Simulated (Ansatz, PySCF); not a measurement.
Noncovalent pair: F2H2Si (SMILES F[SiH2]F) (first 5 atoms) with HF (SMILES F); geometry from B3LYP-D3(BJ)/def2-TZVP.
(charge 0, multiplicity 1):
| atom | x (Å) | y (Å) | z (Å) |
|---|---|---|---|
| F | 0.6569 | 0.0164 | -1.4508 |
| Si | 0.0794 | -0.3877 | -0.0273 |
| F | 0.6496 | 0.6904 | 1.0242 |
| H | -1.3818 | -0.2644 | -0.0483 |
| H | 0.6058 | -1.7036 | 0.3495 |
| F | -0.3567 | -0.0250 | 3.4329 |
| H | 0.1207 | 0.4535 | 2.7934 |

Basis-set superposition error: the interaction energy with monomers in their own basis, and in the dimer's basis (counterpoise).

The values were computed with Ansatz (a quantum-chemistry and plane-wave program); PySCF for 6-31G* rows. Values without a source in brackets are computed.

```
level                uncorrected (kJ/mol)  counterpoise (kJ/mol)  difference
-------------------  --------------------  ---------------------  ----------
HF/aug-cc-pV(Q+d)Z                  -12.3                  -12.0         0.3
SVWN5/def2-TZVPPD                   -26.6                  -26.1         0.4
PBE/def2-TZVPPD                     -14.4                  -14.1         0.3
revPBE/def2-TZVPPD                   -7.4                   -7.1         0.3
B97M-V/def2-TZVPPD                  -16.7                  -16.5         0.2
B3LYP/def2-TZVPPD                   -13.8                  -13.5         0.3
PBE0/def2-TZVPPD                    -15.1                  -14.9         0.3
wB97M-V/def2-TZVPPD                 -16.5                  -16.3         0.3
MP2/6-31G*                          -27.8                  -12.8        15.0
MP2/aug-cc-pV(Q+d)Z                 -16.6                  -15.3         1.3
```

The error is largest for MP2/6-31G* (15.0 kJ/mol) and smallest for B97M-V/def2-TZVPPD (0.2 kJ/mol).
